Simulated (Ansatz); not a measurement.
Reaction (hydrogenolysis of a C–Si bond): `FC#C[SiH3]` + H₂ → `C#CF` + SiH₄

Gas-phase electronic energies from Ansatz, PBE0-D4/def2-TZVP geometries. CCSD(T)/CBS is the MP2 limit (def2-TZVPP, def2-QZVPP) plus CCSD(T) − MP2 in def2-TZVPP, frozen cores. This one scheme is used for every species. Functionals use def2-TZVPP. B3LYP here is the variant with VWN-RPA as its local correlation; programs differ in this. HSE06 is defined as in plane-wave codes.

```json
{"level": "LDA (SPW92)", "ΔE (kJ/mol)": "20.9", "difference from CCSD(T)/CBS": "-2.0"}
{"level": "r2SCANh-D4", "ΔE (kJ/mol)": "26.2", "difference from CCSD(T)/CBS": "3.3"}
{"level": "HSE06-D4", "ΔE (kJ/mol)": "21.5", "difference from CCSD(T)/CBS": "-1.4"}
{"level": "B3LYP", "ΔE (kJ/mol)": "15.2", "difference from CCSD(T)/CBS": "-7.7"}
{"level": "HSE06", "ΔE (kJ/mol)": "18.6", "difference from CCSD(T)/CBS": "-4.3"}
{"level": "BHLYP", "ΔE (kJ/mol)": "12.2", "difference from CCSD(T)/CBS": "-10.7"}
{"level": "LC-ωPBE", "ΔE (kJ/mol)": "14.5", "difference from CCSD(T)/CBS": "-8.4"}
{"level": "HF/def2-TZVPP", "ΔE (kJ/mol)": "4.8", "difference from CCSD(T)/CBS": "-18.1"}
{"level": "MP2/def2-TZVPP", "ΔE (kJ/mol)": "28.6", "difference from CCSD(T)/CBS": "5.7"}
{"level": "SCS-MP2/def2-QZVPP", "ΔE (kJ/mol)": "25.1", "difference from CCSD(T)/CBS": "2.2"}
{"level": "CCSD(T)/CBS", "ΔE (kJ/mol)": "22.9", "difference from CCSD(T)/CBS": "0"}
```

Task: What do rigid-rotor, harmonic-oscillator terms from PBE0-D4/def2-TZVP frequencies (298.15 K, 1 bar) make of the CCSD(T)/CBS value? (Estimate.)

Result: Ansatz gave: ΔZPE = +12.3 kJ/mol, ΔH = +31.7 kJ/mol, ΔS = 12 J/(mol·K), ΔG = +28.2 kJ/mol.

Largest T1 diagnostic among the species: 0.013.

From PBE to PBE0 (25 % exact exchange), in def2-TZVPP and without D4, ΔE moves by −3.0 kJ/mol. Leaving LDA and LC-ωPBE aside and taking each functional with its dispersion term where it has one, the values, not all of them listed here, spread over 11.8 kJ/mol, from CAM-B3LYP-D4 to r2SCAN-D4. The D4 term adds +5.6 kJ/mol with B3LYP and +3.1 kJ/mol with PBE0; it sums over pairs of atoms, weighted by their polarisabilities, and B3LYP, whose exchange is more repulsive, gets the larger term.
